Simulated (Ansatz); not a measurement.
CH₅ClSiTe (`[SiH3][Te]CCl`). Charge 0, multiplicity 1. Correlated methods include outer-core shells of Te, which these sets cover unevenly. Te: def2 effective core potential.

| atom | x (Å) | y (Å) | z (Å) |
| --- | --- | --- | --- |
| Si1 | 1.669 | 0.278 | 0.423 |
| Te2 | 0.028 | -1.571 | 0.120 |
| C3 | -1.582 | -0.227 | -0.402 |
| Cl4 | -3.054 | -1.139 | -0.743 |
| H5 | 2.946 | -0.372 | 0.809 |
| H6 | 1.850 | 1.046 | -0.837 |
| H7 | 1.232 | 1.215 | 1.490 |
| H8 | -1.310 | 0.331 | -1.293 |
| H9 | -1.779 | 0.440 | 0.433 |

(1) Give the diagnostics of a CCSD(T)/def2-TZVPP run (frozen core, the Gaussian-basis code of Ansatz). (Estimate.)

## Answers

(1) The calculation gave: T1 = 0.0105, largest single amplitude 0.016, largest double 0.032, (T) share of the correlation energy 3.3 %, 10 CCSD cycles. The RHF solution is stable towards an unrestricted one. T1 lies under the customary mark of 0.02 for closed shells.
